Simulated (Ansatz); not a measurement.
Two structures, one formula

Two isomers of SiH₄SeO, singlet, relaxed at PBE0-D4/def2-TZVP (vibrations not checked).

A:

```
7
angstrom
O -1.5620 -1.3198 -0.3978
Se -0.0114 -1.4402 0.5427
Si 0.8039 0.6182 -0.0180
H -2.2229 -0.9876 0.2186
H 0.9843 0.7386 -1.4851
H -0.1055 1.6910 0.4595
H 2.1135 0.6998 0.6802
```

B:

| atom | x (Å) | y (Å) | z (Å) |
| --- | --- | --- | --- |
| O1 | -1.5609 | -0.0997 | -0.4668 |
| Si2 | -0.1651 | 0.5336 | 0.1204 |
| Se3 | 1.1612 | -1.0027 | 1.1633 |
| H4 | -1.5047 | -0.9176 | -0.9636 |
| H5 | 0.6584 | 1.1464 | -0.9516 |
| H6 | -0.5830 | 1.5285 | 1.1292 |
| H7 | 1.9941 | -1.1885 | -0.0309 |

Program: Ansatz 0.2.0. Basis: def2-TZVPP. Cores are frozen in the correlated methods. Filled d shells of the heavier atoms are correlated. The def2 sets are not built for correlating such inner shells, so the correlated values are less sure here. B3LYP uses VWN-RPA correlation.

(1) Which structure is lower at CCSD(T), and by how much? (An estimate is asked for; the value comes from the calculation.)

The T1 diagnostic stays at or below 0.012.

Results:

(1) Computed: B, by 52.20 kcal/mol (electronic energy, against the other). By their contacts, A is SiH₄SeO ([OH][Se][SiH3]) and B is SiH₄SeO ([OH][SiH2][SeH]).

All methods give the same order:

```
   method  E(B) − E(A) (kcal/mol)
   PBE-D4                  -47.34
r2SCAN-D4                  -51.69
  PBE0-D4                  -50.67
 B3LYP-D4                  -49.78
  wB97M-V                  -51.61
       HF                  -55.28
      MP2                  -54.56
     CCSD                  -52.99
  CCSD(T)                  -52.20
```

Labels in which every atom is bracketed show which atoms are joined, not bond orders.
